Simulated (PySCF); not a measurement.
SMILES C[Si](C)(C)[SiH2][SiH2][Si](F)(F)F (C3H13F3Si4) (GFN2-xTB optimised geometry):

```
23

C     -0.925    -1.501     1.616
Si    -0.322    -0.675     0.000
C      1.589    -0.675     0.000
C     -0.909     1.144     0.000
Si    -1.103    -1.775    -1.912
Si    -0.107    -1.092    -3.908
Si    -1.158    -1.833    -5.787
F     -1.339    -3.417    -5.838
F     -2.667    -1.331    -5.918
F     -0.608    -1.539    -7.254
H     -0.552    -0.987     2.498
H     -2.010    -1.504     1.673
H     -0.593    -2.533     1.675
H      1.984    -1.686     0.027
H      1.992    -0.145     0.858
H      1.980    -0.196    -0.893
H     -0.556     1.668    -0.883
H     -1.992     1.210     0.008
H     -0.543     1.686     0.868
H     -2.564    -1.623    -2.056
H     -0.929    -3.235    -1.796
H     -0.036     0.378    -4.011
H      1.303    -1.511    -4.009
```

Calculation: B3LYP/def2-SVP in PySCF 2.14.0.

**Question.** What are the frontier orbital energies and the dipole moment?

**Answer.** HOMO-2 -8.61 eV, HOMO-1 -8.52 eV, HOMO -7.89 eV, LUMO -1.13 eV, LUMO+1 -0.56 eV; dipole moment 5.03 D.

Meta-Löwdin charges at B3LYP/def2-SVP: C1 -0.52, Si2 0.70, C3 -0.53, C4 -0.53, Si5 0.12, Si6 0.09, Si7 1.35, F8 -0.46, F9 -0.46, F10 -0.45, H11 0.11, H12 0.11, H13 0.11, H14 0.11, H15 0.11, H16 0.11, H17 0.11, H18 0.11, H19 0.11, H20 -0.07, H21 -0.07, H22 -0.07, H23 -0.07.
